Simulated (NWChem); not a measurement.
Species: CH4Cl2SSi; SMILES Cl[Si](S)(C)Cl

```xyz
9

C      0.0086    -0.1248    -2.1140
Si     0.0015    -0.0234    -0.2616
S      0.6639     1.8476     0.5178
Cl    -1.9204    -0.2290     0.4488
Cl     1.1540    -1.5729     0.4754
H      1.0347    -0.0306    -2.5013
H     -0.3978    -1.0942    -2.4400
H     -0.6063     0.6828    -2.5383
H      1.9059     1.7269    -0.0049
```
Atoms are numbered in this order, from 1.

Results from NWChem. Structure relaxed at the PBE0/def2-SVP level. Level: M05-2X/def2-SVP with SMD (1 M gas to 1 M solution), gas-phase geometry. Reactions with the solvent are ignored.

```tsv
solvent	dielectric constant	solvation free energy (kcal/mol)	cavity-dispersion-structure term (kcal/mol)	dipole in solution (D)
water	78.4	-1.8	2.5	3.48
ethyl acetate	5.99	-6.1	-2.6	3.32
toluene	2.37	?	?	?
1-propanol	20.5	-6.6	-2.5	3.44
```

### Question
Fill in the missing entries.

### Answer

- toluene, solvation free energy (kcal/mol): -5.6
- toluene, cavity-dispersion-structure term (kcal/mol): -3.2
- toluene, dipole in solution (D): 3.07
